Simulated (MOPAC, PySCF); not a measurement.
H3BS3, SMILES `SB(S)S`, neutral singlet in the gas phase. 

Cartesian coordinates (Å):
```xyz
7

S     -1.2470    -0.8873    -0.0937
B      0.0948     0.3180     0.0282
S     -0.3221     2.0768     0.1706
S      1.8665    -0.0526     0.0232
H     -0.5109    -2.0074    -0.1774
H     -1.6584     1.9392     0.1393
H      1.7770    -1.3867    -0.0902
```
Charge 0, spin multiplicity 1.

All levels are single points at this geometry (B3LYP-D3(BJ)/def2-TZVP); Pople sets use spherical d functions. Orbital energies aren't observables, and empty levels follow the basis.

| level | HOMO (eV) | LUMO (eV) | gap (eV) | dipole (D) | vertical IE, Delta-SCF (eV) |
|---|---|---|---|---|---|
| PBE-D3(BJ)/def2-TZVP in PySCF | -6.36 | -1.61 | 4.75 | 1.58 | – |
| ωB97X-D3(BJ)/def2-TZVP in PySCF | -9.93 | 1.35 | 11.28 | 1.71 | 9.88 |
| B3LYP/3-21G in PySCF | -7.38 | -0.83 | 6.55 | 2.31 | – |
| B3LYP/6-311+G** in PySCF | -7.33 | -1.11 | 6.23 | 1.83 | – |
| B3LYP/6-31G* in PySCF | -7.20 | -0.73 | 6.47 | 1.89 | 9.45 |
| B3LYP/LANL2DZ in PySCF | -7.38 | -0.75 | 6.64 | 2.50 | – |
| BP86/6-31G* in PySCF | -6.37 | -1.53 | 4.84 | 1.89 | – |
| PBE/6-31G* in PySCF | -6.27 | -1.45 | 4.82 | 1.91 | – |
| HF/6-31G* in PySCF | -10.28 | 2.96 | 13.24 | 2.02 | 9.06 |
| HF/STO-3G in PySCF | -7.16 | 7.74 | 14.90 | 1.59 | – |
| AM1 in MOPAC | -9.49 | -0.89 | 8.61 | 2.30 | – |
| PM3 in MOPAC | -9.49 | -0.55 | 8.95 | 2.29 | – |
| PM7 in MOPAC | -9.27 | -2.13 | 7.15 | 2.17 | – |
